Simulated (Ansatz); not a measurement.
Input for Ansatz (an electronic-structure program): R-PBE/def2-TZVPPD on CH4GeO2 (a complex), monomers drawn apart or pushed together. Files ending in .json are basis or fitting sets from the Basis Set Exchange.

Ansatz 0.2 input:
```yaml
crystal:
  periodic: [false, false, false]
  atoms:
    - {symbol: O, position_ang: [0.50536963, -0.83131025, -0.63911488]}
    - {symbol: C, position_ang: [-0.45256970, -0.62919458, -0.01865846]}
    - {symbol: O, position_ang: [-1.41230485, -0.42745232, 0.60109435]}
    - {symbol: Ge, position_ang: [0.36680402, 0.51788975, 4.11702957]}
    - {symbol: H, position_ang: [-0.44288373, -0.75275865, 4.40816232]}
    - {symbol: H, position_ang: [1.23168269, 0.29312850, 2.86525137]}
    - {symbol: H, position_ang: [1.28602799, 0.82962118, 5.30736209]}
    - {symbol: H, position_ang: [-0.58335770, 1.69765305, 3.87329504]}
basis:
  gaussian:
    orbitals: def2-TZVPPD.json
hamiltonian:
  xc: {name: PBE}
scf: {lower_state_search: off}
```

The log:

```
WARN ansatz: RAYON_NUM_THREADS=1 ignored (pool sized by the plan → 1); use --threads N
Functional definition: PBE
these checks for a lower state are left out or cut short: stability, starts, cluster_reference, orbital_swaps, neighbouring_geometries, increment
integrals: 0.15 GiB planned
1151 factors; their error is unknown
mean field: 1.02 GiB planned
mean field evaluation 1: about -61697.3555 eV, gradient 6.1e1 eV
mean field evaluation 2: about -61686.4599 eV, gradient 1.0e2 eV
mean field evaluation 4: about -61702.8776 eV, gradient 3.2e0 eV
mean field evaluation 8: about -61702.8889 eV, gradient 2.4e-2 eV
mean field evaluation 16: about -61702.8800 eV, gradient 1.2e-5 eV
mean field -61702.87995210 eV, -2267.5390145254 hartree, gradient 5.7e-6 eV, S^2 0.000000; 0 other end points of the search recorded, 0 dependent functions left out
reference -61702.88001163 eV, -2267.5390167133 hartree; 29, 29 occupied and 210, 210 virtual orbitals, 1151 factors
Total energy: -61702.88001163 eV, -2267.5390167133 hartree
Checks for a lower state left out: stability, starts, cluster_reference, orbital_swaps, neighbouring_geometries, increment
```

The run converged.

Cost: around 4 core-seconds (rough).
